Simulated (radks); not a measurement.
Problem. Species: Hf. Configuration: [Xe] 4f14 6s2 6p2 (not the ground configuration). Calculated with a radial shooting solver on a logarithmic mesh with Libxc functionals: Dirac Kohn-Sham, PBE, spin-unpolarised, spherical densities, finite nucleus; open shells are shared between the two j in proportion to 2j + 1; Fermi nuclear charge, rms radius 5.347 fm. Some entries of the table are withheld. Estimate them.

orbital,occ.,eigenvalue (Ry),<r> (bohr)
1s1/2,2,-4791.035,0.01899
2s1/2,2,-819.3138,0.07978
2p1/2,2,-782.6724,(1)
2p3/2,4,-695.0776,(2)
3s1/2,2,-187.0781,(3)
3p1/2,2,-170.8004,0.1981
3p3/2,4,-152.0281,0.2124
3d3/2,4,-124.4261,0.1863
3d5/2,6,-120.3316,0.1908
4s1/2,2,(4),0.4682
4p1/2,2,-31.43324,(5)
4p3/2,4,-27.13911,(6)
4d3/2,4,-16.15913,0.5287
4d5/2,6,-15.37294,0.5402
5s1/2,2,(7),1.130
5p1/2,2,-3.53434,1.252
5p3/2,4,-2.94663,1.354
4f5/2,6,-1.83528,0.6673
4f7/2,8,-1.70683,0.6793
6s1/2,2,-0.58443,3.121
6p1/2,0.666667,-0.26391,3.958
6p3/2,1.33333,-0.21609,4.300

Solution. 
(1) 2p1/2 <r> (bohr): 0.06612
(2) 2p3/2 <r> (bohr): 0.07385
(3) 3s1/2 <r> (bohr): 0.2082
(4) 4s1/2 eigenvalue (Ry): -38.10795
(5) 4p1/2 <r> (bohr): 0.4746
(6) 4p3/2 <r> (bohr): 0.5075
(7) 5s1/2 eigenvalue (Ry): -5.44075
